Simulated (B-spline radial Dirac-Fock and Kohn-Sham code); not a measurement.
**Dipole and non-dipole photoemission parameters of Tl⁺ 3p1/2**

System: Tl⁺, 1s2 2s2 2p6 3s2 3p6 3d10 4s2 4p6 4d10 4f14 5s2 5p6 5d10 6s2; threshold 3418.0 eV (orbital energy of the model). Method: Dirac-Hartree-Slater photoionisation with a Latter tail; cross sections with all multipoles, angular parameters from the dipole term and its interference with E2. Computed with a B-spline atomic structure program.

```
hν (eV)  σ (kb)      β      γ      δ
   3570    31.6  0.697  0.265  0.268
   4940    20.5  1.466  0.202  0.019
   5460       ?      ?      ?      ?
 8047.8    8.77  1.593  0.065  0.000
 9251.7    6.66  1.591  0.181  0.002
  12000    3.86  1.565  0.501  0.011
  12600    3.47  1.558  0.573  0.013
  15000    2.34  1.528  0.855  0.023
```

Task: Give the values at 5460 eV.

Result: σ = 17.5 kb, β = 1.521, γ = 0.084, δ = 0.008.
